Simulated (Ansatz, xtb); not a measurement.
C4H8F2Se: which of two isomers lies lower

Structure I is `CCC(F)(F)C[SeH]`, a singlet and structure II is `CC[Se]CC(F)F`, a singlet. Both are isolated molecules in the gas phase, relaxed with r2SCAN-D4/def2-SVP, each in the lowest conformer that the search found.

Quicker runs give these differences E(II) − E(I): GFN2-xTB +30.8 kJ/mol; HF/STO-3G +10.5 kJ/mol (at GFN2-xTB geometries); r2SCAN-D4/def2-SVP//GFN2-xTB +35.5 kJ/mol.

Q: Estimate E(II) − E(I) at the level CCSD(T)/def2-SVP + ΔMP2/def2-TZVPP.

A: Calculated at CCSD(T)/def2-SVP + ΔMP2/def2-TZVPP: E(II) − E(I) = +21.7 kJ/mol, so structure I lies lower.

Level by level:

```csv
level,geometry,E(II) − E(I) (kJ/mol),departure from the last row (kJ/mol),"job, with rough time for the two"
GFN2-xTB,GFN2-xTB,+30.8,+9.1,"optimisation, 0.2 s"
HF/STO-3G,GFN2-xTB,+10.5,−11.1,"single point, 0.48 s"
r2SCAN-D4/def2-SVP//GFN2-xTB,GFN2-xTB,+35.5,+13.9,"single point, 2.9 s"
r2SCAN-D4/def2-SVP,r2SCAN-D4/def2-SVP,+36.5,+14.8,"optimisation, 37 s"
HF/def2-SVP,r2SCAN-D4/def2-SVP,+33.0,+11.4,part of the CCSD(T) run
MP2/def2-SVP,r2SCAN-D4/def2-SVP,+37.6,+15.9,part of the CCSD(T) run
CCSD(T)/def2-SVP,r2SCAN-D4/def2-SVP,+40.8,+19.1,single point
CCSD(T)/def2-SVP + ΔMP2/def2-TZVPP,r2SCAN-D4/def2-SVP,+21.7,,"single point, 82 s"
```

As drawn, II has 1 C–Se, 1 C–H in place of 1 C–C, 1 Se–H.

The levels shown agree on the order. The largest departure from CCSD(T)/def2-SVP + ΔMP2/def2-TZVPP is that of CCSD(T)/def2-SVP, 19.1 kJ/mol. The last row adds to CCSD(T) the change of the MP2 difference between the two basis sets, here −19.1 kJ/mol, a large step that makes the value less sure.

With thermal terms from frequencies at re-optimised GFN2-xTB minima (ideal gas, soft modes damped towards free rotors, one conformer each, 298.15 K, 1 atm): on the last row, ΔE + ΔZPE = +27.9, ΔH = +28.7, ΔG = +25.7 kJ/mol.

The correlated steps freeze 15 core orbitals; the filled d shell of Se is correlated, in a basis made for valence electrons. Programs: Ansatz 0.2.0, xtb 6.7.1; the last row on 4 threads of Intel(R) Xeon(R) Platinum 8375C CPU @ 2.90GHz (Ice Lake) on a shared host.
